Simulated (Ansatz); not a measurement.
Rb2Cl3⁻. Charge -1, multiplicity 1. Geometry PBE0-D4/def2-SVPD.

```xyz
5

Rb   -0.7458   -1.0772   -1.2039
Rb    0.7458    1.0770    1.2040
Cl    2.3606   -0.5774   -0.9470
Cl   -1.3380    2.0159   -0.9736
Cl   -1.0226   -1.4383    1.9205
```

In the def2 sets Rb takes a core potential, while STO-3G treats all electrons; there is no spin–orbit coupling. The structure comes from a short search, and lower isomers may exist.

Question: Estimate the orbital energies around the gap (eV) in Ansatz with HF/STO-3G, PBE-D4/def2-TZVPD, r2SCAN-D4/def2-TZVPD, r2SCANh-D4/def2-TZVPD, CAM-B3LYP-D4/def2-TZVPD.

Answer: 
```csv
orbital,HF/STO-3G,PBE-D4/def2-TZVPD,r2SCAN-D4/def2-TZVPD,r2SCANh-D4/def2-TZVPD,CAM-B3LYP-D4/def2-TZVPD
HOMO−13,-16.58,-11.70,-12.24,-12.85,-14.93
HOMO−12,-16.58,-11.70,-12.24,-12.85,-14.93
HOMO−11,-16.44,-11.68,-12.22,-12.82,-14.88
HOMO−10,-16.31,-11.65,-12.19,-12.81,-14.88
HOMO−9,-16.31,-11.65,-12.19,-12.81,-14.86
HOMO−8,-2.49,-2.19,-2.43,-2.93,-4.88
HOMO−7,-2.29,-2.14,-2.39,-2.88,-4.81
HOMO−6,-2.02,-2.04,-2.30,-2.79,-4.73
HOMO−5,-2.02,-2.04,-2.30,-2.79,-4.73
HOMO−4,-2.01,-2.01,-2.28,-2.76,-4.68
HOMO−3,-2.01,-2.01,-2.28,-2.76,-4.68
HOMO−2,-1.93,-1.90,-2.16,-2.65,-4.57
HOMO−1,-1.86,-1.90,-2.16,-2.65,-4.57
HOMO,-1.86,-1.75,-2.02,-2.50,-4.41
LUMO,11.97,1.67,2.03,2.05,2.02
LUMO+1,12.44,1.78,2.14,2.19,2.27
LUMO+2,18.98,2.23,2.33,2.34,2.31
LUMO+3,19.90,2.23,2.33,2.34,2.31
LUMO+4,19.91,2.37,2.55,2.57,2.56
LUMO+5,20.51,2.39,2.69,2.73,2.74
```
